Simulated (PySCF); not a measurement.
## Nitrogen: a sound run and one with changed settings

Sound run: N⁺ [He] 2s2 2p2, N²⁺ [He] 2s2 2p1. Calculation: PySCF 2.14, in cc-pVDZ (3s2p1d, 14 functions); the non-relativistic Hamiltonian (point nucleus). In the sound run the correlated levels freeze 1s2. The sound run starts from symmetry-adapted Hartree-Fock orbitals and uses a fine grid where one is needed.

Changed run: basis STO-3G. This setting is unsound on purpose.

| species | method | sound run (hartree) | changed run (hartree) | converged |
| --- | --- | --- | --- | --- |
| N⁺ | UHF | -53.88047 | -53.24264 | yes |
| N⁺ | MN15 | -53.99684 | -53.10394 | yes |
| N⁺ | TPSS | -54.06369 | -53.41212 | yes |
| N⁺ | MP2 | -53.93437 | -53.25331 | yes |
| N⁺ | CCSD(T) | -53.95698 | -53.26332 | yes |
| N²⁺ | UHF | -52.80564 | -52.12682 | yes |
| N²⁺ | MN15 | -52.90120 | -51.97463 | yes |
| N²⁺ | TPSS | -52.96466 | -52.27618 | yes |
| N²⁺ | MP2 | -52.85142 | -52.14900 | yes |
| N²⁺ | CCSD(T) | -52.88050 | -52.16878 | yes |

Ionisation energy of N⁺:

```tsv
method	sound run (eV)	changed run (eV)
UHF	29.247	30.363
MN15	29.814	30.730
TPSS	29.906	30.910
MP2	29.469	30.050
SCS-MP2	29.364	29.987
CCSD	29.287	29.784
CCSD(T)	29.292	29.784
```

A minimal basis cannot let orbitals breathe on ionisation and holds almost no correlation.

For comparison, NIST gives 29.601 eV between the lowest levels.
